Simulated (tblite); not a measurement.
Compound: C5H7NO2Si.
SMILES with atom numbers: `[CH2:1]=[N:2][C@H:3]([SiH3:4])[C:5](=[C:6]=[O:7])[CH:8]=[O:9]` (hydrogens: H10, H11 on C1; H12 on C3; H13, H14, H15 on Si4; H16 on C8)

Computed geometry: GFN2-xTB, gas phase.

**Question.** List the bond lengths, angles and torsions at this level.

**Answer.** 
```
                     bond  length (Å)   order
                    C1=N2       1.254  double
                    N2–C3       1.418  single
                   C3–Si4       1.935  single
                    C3–C5       1.513  single
                    C5=C6       1.308  double
                    C6=O7       1.156  double
                    C5–C8       1.451  single
                    C8=O9       1.208  double
                   C1–H10       1.079  single
                   C1–H11       1.095  single
                   C3–H12       1.102  single
Si4–H13, Si4–H14, Si4–H15       1.460  single
                   C8–H16       1.103  single
```

Bonds in one row agree within 0.01 Å and their mean is given. Orders are formal, as drawn. A selection of angles:
```
    angle  degrees
 C1–N2–C3    120.7
N2–C3–Si4    106.6
 N2–C3–C5    110.5
Si4–C3–C5    108.8
 C3–C5–C6    120.7
 C3–C5–C8    117.0
 C6–C5–C8    122.3
 C5–C6–O7    178.6
 C5–C8–O9    123.6
```

Torsions: C1–N2–C3–Si4 -102° (anticlinal); N2–C3–C5–C6 11° (synperiplanar); C3–C5–C8–O9 -2° (synperiplanar).

Si4 (SiH3 silicon) is distorted tetrahedral (angles from 105.5° to 112.1°). The 3 C–C bonds span 1.308 Å (C5=C6, drawn double) to 1.513 Å (C3–C5, drawn single), a spread of 0.205 Å. The C–N distances run from 1.254 Å (C1=N2, drawn double) to 1.418 Å (N2–C3, drawn single), a spread of 0.164 Å. The C–O distances run from 1.156 Å (C6=O7, drawn double) to 1.208 Å (C8=O9, drawn double), a spread of 0.052 Å. Of the pairs four or more bonds apart, Si4···O9 is among the closest relative to their van der Waals radii: 3.35 Å, 93 % of the sum of Bondi's values. N2 (imine nitrogen) is bent (angle 120.7°).

Point group: C1 (no symmetry element, even within 0.4 Å). Its GFN2-xTB frequencies are all real (lowest 36 cm⁻¹). One conformer, not necessarily the lowest. 2 starts were optimised and ended at 0.00 and 1.20 kcal/mol (GFN2-xTB); the lowest of these is shown.
